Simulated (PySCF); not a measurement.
Run record: geometry optimisation, `BB(C)SC`.

Computed with PBE0-D3(BJ)/def2-SVP geometry optimisation, gas phase (PySCF 2.14.0). Start geometry: GFN2-xTB. The command runs a driver script over a list of jobs; the input below is this job's line of settings and its coordinates in Å.

Command:
```bash
OMP_NUM_THREADS=1 python probes_run.py task.json out
```

Input:
```
{"job": {"xc": "PBE0", "basis": "def2-SVP", "d3": "d3bj", "grid": 1, "shake": 0.01, "kind": "geom"}, "charge": 0, "multiplicity": 1}
B     -0.659650     1.153660    -0.442510
B     -0.536980    -0.312270     0.218510
C     -1.764780    -1.321870     0.412310
S      1.080150    -0.916130     0.782540
C      2.207910     0.437760     0.407870
H     -0.892620     2.146980     0.190660
H     -0.544300     1.373220    -1.597560
H     -2.514910    -0.867640     1.024440
H     -2.208360    -1.558780    -0.515670
H     -1.452740    -2.256640     0.903510
H      1.899280     1.334050     0.965660
H      2.227370     0.635710    -0.643130
H      3.165450     0.135040     0.739930
```

Output:
```
step   0  E = -528.38065015  max force = 0.039169
step   1  E = -528.38648479  max force = 0.009950
step   2  E = -528.38719007  max force = 0.002929
step   3  E = -528.38742460  max force = 0.002036
step   4  E = -528.38747923  max force = 0.001430
step   5  E = -528.38750941  max force = 0.000244
step   6  E = -528.38752283  max force = 0.000484
step   7  E = -528.38753599  max force = 0.000917
step   8  E = -528.38754245  max force = 0.000861
step   9  E = -528.38754506  max force = 0.000365
optimisation converged
```

Energies in Eh; «max force» is the largest Cartesian gradient component in Eh/bohr.

**Question.** Give the first gradient maximum in eV/Å.

**Answer.** With 1 Eh/bohr = 51.422 eV/Å, 2.014 eV/Å.

**Question.** How much energy does the optimisation release, in eV?

**Answer.** E(step 0) − E(last step) = 0.006895 Eh, which is 0.188 eV.

In short: final energy -528.38755 Eh after 9 steps; dipole 0.85 D.

The run took 47 s of wall time on an Arm Neoverse V1 with one thread, shared host with 32 logical CPUs at a one-minute load of 40, and the process peaked at 0.47 GiB of memory.
Labels such as C1 count atoms from 1, the log's own numbers from 0.
